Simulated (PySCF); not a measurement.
SMILES CO[C@H]1OC[C@H]1Cl, C4H7ClO2

Geometry (Å), atoms numbered from 1 in this order:
```xyz
14

C     2.063    0.679    0.405
O     0.881    0.777   -0.365
C     0.169   -0.398   -0.433
O    -0.478   -0.763    0.788
C    -1.771   -0.418    0.284
C    -1.196   -0.228   -1.122
Cl   -1.486    1.321   -1.894
H     2.507    1.672    0.400
H     1.832    0.374    1.429
H     2.755   -0.043   -0.042
H     0.801   -1.227   -0.797
H    -2.488   -1.230    0.408
H    -2.150    0.500    0.740
H    -1.440   -1.017   -1.831
```

The calculation used TDDFT CAM-B3LYP/aug-cc-pVDZ circular dichroism and optical rotation, one conformer, gas phase (PySCF). Geometry: GFN2-xTB.

The molecule is flexible and this is one conformer; a measurement averages over conformers.

Stereocentres: C3 S, C6 R.

Problem. What is the specific rotation at 633, 589.3, 546, 436, 405, 365, 355 nm?

Solution. [α] in deg dm⁻¹ (g/mL)⁻¹:
| λ (nm) | origin-invariant length gauge | modified velocity gauge | length gauge (centre of mass) | isotropic polarisability (au) |
| --- | --- | --- | --- | --- |
| 633 | +112.3 | +104.4 | +112.4 | 70.7 |
| 589.3 | +130.1 | +120.8 | +130.2 | 70.9 |
| 546 | +152.2 | +141.3 | +152.3 | 71.2 |
| 436 | +242.2 | +224.1 | +242.5 | 72.3 |
| 405 | +282.2 | +260.7 | +282.5 | 72.8 |
| 365 | +349.7 | +321.9 | +350.1 | 73.6 |
| 355 | +370.1 | +340.4 | +370.5 | 73.9 |

Problem. And for the mirror image at 589.3 nm?

Solution. -130.1 deg dm⁻¹ (g/mL)⁻¹ (origin-invariant length gauge): the same size and the opposite sign.

Problem. What is the molar rotation [Φ] = [α]·M/100 of the geometry above at 589.3 nm?

Solution. With M = 122.55 g/mol, +159.4 deg cm² dmol⁻¹ (origin-invariant length gauge).

The first excitation lies at 7.16 eV (173 nm) with R = +0.6 × 10⁻⁴⁰ esu² cm² (velocity form).
